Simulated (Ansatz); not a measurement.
Cost and result for the atomization energy of `[Cl][Zn][Br]` (3 atoms, 2 bonds).

| atom | x (Å) | y (Å) | z (Å) |
| --- | --- | --- | --- |
| Cl1 | -0.887 | 0.012 | 1.938 |
| Zn2 | -0.018 | 0.000 | 0.040 |
| Br3 | 0.905 | -0.012 | -1.979 |

Total charge 0; spin multiplicity 1. For Zn the d shell is correlated and the shells below it are frozen. Correlated methods include outer-core shells of Br, which these sets cover unevenly. Scalar relativity is left out up to krypton. Geometry: relaxed with PBE0-D4/def2-TZVP. Program: Ansatz. All runs use 4 threads of an Arm Neoverse V2 on a shared host. Times are those of one run each, without the atoms' runs, and a repeat can differ threefold. Electronic energies, without spin–orbit coupling; frozen cores. CCSD(T)/CBS adds CCSD(T) − MP2 in def2-TZVPP to the MP2 limit, and its time is that of the two runs behind it. T1 = 0.011. With those shells the extrapolation isn't a true limit. HSE06 is the plane-wave form, built on full-range PBE exchange.

CCSD(T)/CBS is a level of theory with its own doubt, some kJ/mol a heavy atom from the limit and from the frozen cores, so smaller differences don't rank the functionals.

| level | functions | wall time |
| --- | --- | --- |
| revPBE-D4/def2-TZVPP | 154 | 0.85 s |
| CCSD(T)/def2-SVP | 81 | 0.9 s |
| PBE-D4/def2-TZVPP (with forces) | 154 | 1.1 s |
| PBE0-D4/def2-TZVPP | 154 | 1.6 s |
| BHLYP-D4/def2-TZVPP | 154 | 1.8 s |
| HSE06-D4/def2-TZVPP | 154 | 1.9 s |
| RPA@PBE/def2-TZVPP | 154 | 2 s |
| PBE-QIDH/def2-TZVPP | 154 | 2.5 s |
| B2PLYP/def2-TZVPP | 154 | 2.6 s |
| r2SCAN-D4/def2-TZVPP (with forces) | 154 | 2.7 s |
| MP2/def2-QZVPP | 259 | 5.5 s |
| CCSD(T)/def2-TZVPP | 154 | 8 s |
| CCSD(T)/CBS(def2) | – | 14 s |

(1) What atomization energy does each give, and how far from CCSD(T)/CBS? (Estimate.)

Results:

(1) Computed: 
```
                             level  atomization (kcal/mol)  difference from CCSD(T)/CBS  per bond
              revPBE-D4/def2-TZVPP                   138.9                        -10.4      -5.2
                  CCSD(T)/def2-SVP                   131.6                        -17.7      -8.9
   PBE-D4/def2-TZVPP (with forces)                   145.4                         -3.9      -2.0
                PBE0-D4/def2-TZVPP                   146.9                         -2.4      -1.2
               BHLYP-D4/def2-TZVPP                   137.5                        -11.8      -5.9
               HSE06-D4/def2-TZVPP                   147.1                         -2.2      -1.1
                RPA@PBE/def2-TZVPP                   121.9                        -27.4     -13.7
               PBE-QIDH/def2-TZVPP                   150.9                          1.6       0.8
                 B2PLYP/def2-TZVPP                   139.7                         -9.6      -4.8
r2SCAN-D4/def2-TZVPP (with forces)                   151.1                          1.8       0.9
                    MP2/def2-QZVPP                   156.8                          7.5       3.7
                CCSD(T)/def2-TZVPP                   139.8                         -9.5      -4.8
                 CCSD(T)/CBS(def2)                   149.3                          0.0       0.0
```

From BLYP to BHLYP (50 % exact exchange), in def2-TZVPP and without D4, the atomization energy moves by +5.9 kcal/mol. At CCSD(T), def2-SVP lies −17.7 kcal/mol from the extrapolated value and def2-TZVPP −9.6 kcal/mol: correlation converges slowly with the basis, and small sets miss more of it in the bonded molecule than in its fragments. In def2-TZVPP, CCSD(T) changes the Hartree–Fock value by +26.2 kcal/mol (the triples alone add +3.1 kcal/mol) and MP2 by +37.1 kcal/mol; breaking electron pairs costs correlation energy, which Hartree–Fock lacks.
